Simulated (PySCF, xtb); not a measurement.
germylsilane (GeH6Si), SMILES [SiH3][GeH3].

Harmonic wavenumbers (cm⁻¹) from xtb with GFN2-xTB at its own minimum, in rising order: 38, 347, 348, 380, 501, 501, 744, 790, 790, 858, 897, 898, 1933, 2020, 2023, 2252, 2257, 2259.

Question: What does PBE-D3(BJ)/def2-TZVP (PySCF 2.14.0) give at its own minimum? (The exact figures need the calculation; the answer reports its results.)

Answer: 115, 345, 345, 345, 571, 571, 751, 851, 852, 852, 909, 909, 2072, 2086, 2086, 2154, 2171, 2171. Paired by order, the mean absolute difference is 53 cm⁻¹ and the zero-point energies are 28.4 and 28.8 kcal/mol.
